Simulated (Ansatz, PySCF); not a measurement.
Process, species as SMILES: C[CH]S -> CC[S]
Each molecule is optimised on its own at B3LYP-D3(BJ)/def2-TZVP (Ansatz, a quantum-chemistry and plane-wave program), one conformer each, not searched for the lowest.

Property: isomerisation energy (0 K, with B3LYP-D3(BJ) harmonic zero-point energies from PySCF), in kcal/mol. Cores are frozen in the correlated levels unless marked. UHF or UKS for open shells. No spin-orbit coupling. Non-relativistic. CBS(X,Y): correlation extrapolated as X^-3; Hartree-Fock from the larger set. [CCSD(T)-MP2]/basis is that difference in the basis named.

```csv
level,program,isomerisation energy (kcal/mol)
B97M-V/def2-TZVPD,Ansatz,-4.6
PBE0/STO-3G,Ansatz,-14.5
```

Problem. Estimate the value at RI-MP2/CBS(cc-pV(T+d)Z,cc-pV(Q+d)Z)+[CCSD(T)-MP2]/cc-pV(T+d)Z as computed with Ansatz.

Solution. -6.7 kcal/mol, so PBE0/STO-3G differs from it by -7.8 kcal/mol.
